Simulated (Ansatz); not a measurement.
System: C$_{4}$H$_{12}$Ti, net charge 0, singlet state. 
Geometry from a B3LYP-D3(BJ)/def2-TZVP (Ansatz, a first-principles code) optimisation:
SMILES: [Ti]([CH3])([CH3])([CH3])[CH3]
```xyz
17

Ti    -0.0003     0.0000    -0.0001
C      1.7321    -0.3580    -1.0868
H      2.0590    -1.3929    -0.9434
H      2.5299     0.3141    -0.7546
H      1.5490    -0.1896    -2.1530
C      0.4997     0.5047     1.9506
H     -0.3304     0.2697     2.6247
H      0.7176     1.5755     2.0181
H      1.3838    -0.0568     2.2695
C     -1.0531     1.5630    -0.8712
H     -1.6796     2.0581    -0.1221
H     -1.6942     1.1839    -1.6736
H     -0.3576     2.2968    -1.2912
C     -1.1781    -1.7097     0.0076
H     -1.0784    -2.2394    -0.9454
H     -2.2293    -1.4418     0.1549
H     -0.8665    -2.3773     0.8174
```
Charge 0, spin multiplicity 1.

Total electronic energies in hartree. Correlated levels leave the core frozen unless marked. Spin-orbit coupling is left out. Frozen are the shells of the preceding noble gas and the d and f shells that filled before the atom's block. No relativistic terms. Basis-set limits of correlation are two-point, X^-3; Hartree-Fock from the larger set.

```
level                                        program  energy (Eh)
------------------------------------  --------------  -----------
r2SCAN-D4/def2-TZVPD                  Ansatz + dftd4  -1009.01754
B3LYP-D4/def2-TZVPD                   Ansatz + dftd4            ?
PBE0/def2-TZVP                                Ansatz  -1008.72578
PBE0/def2-TZVPD                               Ansatz  -1008.72662
MP2/def2-SVP                                  Ansatz  -1007.30118
RI-MP2/CBS(def2-TZVPPD,def2-QZVPPD)           Ansatz   -1007.8700
CCSD/def2-QZVPP                               Ansatz  -1007.87770
CCSD(T)/def2-SVPD                             Ansatz  -1007.45760
CCSD(T)/CBS(def2-TZVPPD,def2-QZVPPD)          Ansatz   -1007.9586
```

**Question.** What belongs in the gaps?

**Answer.** 
- B3LYP-D4/def2-TZVPD, energy (Eh): -1009.19498
